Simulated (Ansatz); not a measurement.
`CB([SeH])[SeH]` + `C[SiH](F)[GeH3]` → `C[SiH](F)[SeH]` + `C[B]([GeH3])[SeH]`  (redistribution)

Computed with Ansatz on PBE0-D4/def2-TZVP structures; ΔE is electronic, products minus reactants. CBS: MP2 limit from def2 TZ/QZ plus the TZ coupled-cluster correction, frozen cores. For Ge, Se outer-core shells are correlated without core-valence functions, which leaves a few kJ/mol of doubt a bond. Scalar relativity is left out up to krypton. One conformer a species, not always the lowest.

```json
{"species": "`CB([SeH])[SeH]`", "CCSD(T)/CBS(def2) energy (Eh)": "-4867.32651"}
{"species": "`C[SiH](F)[GeH3]`", "CCSD(T)/CBS(def2) energy (Eh)": "-2507.31933"}
{"species": "`C[SiH](F)[SeH]`", "CCSD(T)/CBS(def2) energy (Eh)": "-2830.74610"}
{"species": "`C[B]([GeH3])[SeH]`", "CCSD(T)/CBS(def2) energy (Eh)": "-4543.89688"}
```

(1) Work out ΔE.

Largest T1 diagnostic among the species: 0.012.

Results:

(1) ΔE = (-2830.74610) + (-4543.89688) − (-4867.32651) − (-2507.31933) = 0.00286 Eh = +7.5 kJ/mol.
